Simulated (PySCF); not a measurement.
Al2(mu-Me)2(Cl)4, C₂H₆Al₂Cl₄, singlet (PBE0/def2-SVP optimised geometry):

```
14

Al     1.277     0.001     0.000
Al    -1.276     0.001     0.000
C      0.000    -0.084    -1.667
H      0.850     0.466    -2.119
H     -0.844     0.475    -2.119
H     -0.005    -1.104    -2.076
Cl     2.351     1.815     0.002
Cl     2.347    -1.815     0.000
C      0.000     0.093     1.666
H     -0.847    -0.457     2.123
H      0.001     1.117     2.068
H      0.846    -0.459     2.122
Cl    -2.351     1.815     0.000
Cl    -2.348    -1.815    -0.001
```

Calculation: PBE0/def2-TZVP (PySCF).

Task: What are the frontier orbital energies and the dipole moment?

Result: HOMO-2 -9.27 eV, HOMO-1 -9.23 eV, HOMO -9.15 eV, LUMO -0.13 eV, LUMO+1 -0.07 eV; dipole moment 0.00 D.

On the same geometry PBE/def2-TZVP run with PySCF gives HOMO-2 -7.91 eV, HOMO-1 -7.83 eV, HOMO -7.73 eV, LUMO -1.01 eV, LUMO+1 -0.95 eV; dipole moment 0.00 D.

Meta-Löwdin charges at PBE0/def2-TZVP: Al1 0.83, Al2 0.83, C3 -0.70, H4 0.19, H5 0.19, H6 0.17, Cl7 -0.34, Cl8 -0.34, C9 -0.70, H10 0.19, H11 0.17, H12 0.19, Cl13 -0.34, Cl14 -0.34.
